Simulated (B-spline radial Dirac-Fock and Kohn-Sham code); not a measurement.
N³⁺: input and output of one calculation

ΔSCF core binding energies without Breit or QED terms, calculated with an atomic code on a B-spline grid. Keys: rel is the Hamiltonian (dirac, or spin-free x2c and nr, where L3 and M5 stand for the whole 2p and 3d shells), method is hf or an exchange,correlation pair (spin-unpolarised, also for the hole states), nuc the nuclear model, radius_factor scales its radius, rmax is the box in bohr, h the logarithmic mesh step, order the B-spline order, points the quadrature points per cell, c_factor scales the speed of light, and damp, ndamp, maxit and tol steer the iteration. The run stops when the commutator error falls below 10·tol·max(1, Z/10), or the numerical noise floor, and the energy has settled to about 1e-8 Ha; the virial ratio is −V/T.

Input (task.json):

```json
{"items": [{"Z": 7, "q": 3, "cfg": [[1, 0, 2], [2, 0, 2]], "A": 14, "rrms": 2.5582, "do": "settings", "holes": ["K", "L3", "M5"],
  "settings": [{"rel": "dirac", "method": "hf", "nuc": "fermi", "radius_factor": 1.0, "rmax": 45.0, "h": 0.3, "order": 3, "points": 10, "c_factor": 1.0, "maxit": 52, "damp": 0.5, "ndamp": 3, "tol": 1e-08}]}]}
```

Command: `python xray2_run.py task.json out`

Ground-state iterations:

```
iter   energy (Ha)        error
   1      -50.63561074  5.39e-01
   2      -51.10944567  2.19e-02
   3      -51.11053902  1.14e-02
   4      -51.11087932  5.91e-03
   5      -51.11103263  6.91e-04
   6      -51.11103528  6.20e-05
   7      -51.11103530  1.44e-06
   8      -51.11103530  5.16e-08
```

The ground state converged in 8 iterations, with total energy -51.11104 Ha, virial ratio 1.99874 and highest orbital energy -75.32 eV. ΔSCF binding energies: K (1s) 488.5 eV. Holes are computed only in closed shells, and unreliable hole states are left out.

Problem. One setting is unsound. Which, and why?

Solution. order is too low for an accurate radial basis. With the default settings (Dirac Hartree-Fock): The ground state converged in 8 iterations, with total energy -51.11449 Ha, virial ratio 1.99874 and highest orbital energy -75.34 eV. ΔSCF binding energies: K (1s) 488.5 eV. Holes are computed only in closed shells, and unreliable hole states are left out.
